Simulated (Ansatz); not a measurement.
Ansatz results at the PBE0-D4/def2-TZVP geometry: HOMO energy (PBE/def2-TZVPP) -6.40 eV; HOMO–LUMO gap (ωB97M-V/def2-TZVPP) 11.37 eV; size of the dipole moment (ωB97M-V/def2-TZVPP) 0.20 D.

Each molecule was computed in one conformer, which needn't be the lowest.

Which molecule gave them?
A. `C[O][Ga]([OH])[OH]`
B. `[NH2][GaH][NH2]`
C. `[Cl][Ga]([Cl])[Br]`
D. `N#[C][Ga]([F])[F]`

A. The others give `[Cl][Ga]([Cl])[Br]`: -7.68, 11.14, 0.28; `[NH2][GaH][NH2]`: -5.33, 11.03, 0.77; `N#[C][Ga]([F])[F]`: -9.22, 12.60, 0.94.
